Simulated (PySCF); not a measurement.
Two-component Hartree-Fock for Kr⁴⁺ (krypton, charge +4)

Start: [Ar] 3d10 4s2 4p2; 4p1/2 filled at m_j = -1/2, +1/2. Calculated with PySCF 2.14 in x2c-TZVPall-2c: generalised Hartree-Fock with the X2C-1e Hamiltonian and a Gaussian nucleus; one run each with spin-orbit coupling (SO) switched off, then screened by Boettger's factors.

| spinor shell | electrons | ε, spin-free (eV) | ε, screened SO (eV) | weight of nominal j (screened SO) | rms radius, screened SO (bohr) |
| --- | --- | --- | --- | --- | --- |
| 1s1/2 | 2 | -14463.0 | -14462.4 | 1.000 | 0.0478 |
| 2s1/2 | 2 | -2018.0 | -2017.7 | 1.000 | 0.198 |
| 2p1/2 | 2 | -1785.4 | -1822.4 | 1.000 | 0.174 |
| 2p3/2 | 4 | -1785.4 | -1767.6 | 1.000 | 0.178 |
| 3s1/2 | 2 | -361.78 | -361.65 | 1.000 | 0.564 |
| 3p1/2 | 2 | -285.06 | -290.99 | 0.995 | 0.574 |
| 3p3/2 | 4 | -285.06 | -282.07 | 0.997 | 0.584 |
| 3d3/2 | 4 | -158.33 | -159.14 | 0.972 | 0.606 |
| 3d5/2 | 6 | -158.33 | -157.60 | 0.982 | 0.607 |
| 4s1/2 | 2 | -79.209 | -79.164 | 0.999 | 1.54 |
| 4p1/2 | 2 | -63.822 | -63.966 | 0.645 | 1.71 |

| quantity | spin-free | screened SO |
| --- | --- | --- |
| E (hartree) | -2783.63258 | -2783.81662 |
| M_J | 0 | 0 |
| ⟨J²⟩ | 2.006 | 1.328 |
| ⟨L²⟩ | 2.004 | 1.973 |
| ⟨S²⟩ | 2.002 | 1.937 |

The determinant has a definite M_J but mixes levels of different J.

Each row is a mean over spinors that exchange with the open shell spreads, by up to 6.874 eV (4s1/2).

Rows whose weight is well below 1 are mixtures of j = l ± 1/2: exchange outweighs spin-orbit coupling there, and the label is only the starting occupation.

Without spin-orbit coupling the j labels of p, d and f shells carry no meaning; the spin-free column gives the mean over the occupied spinors of each nl shell.
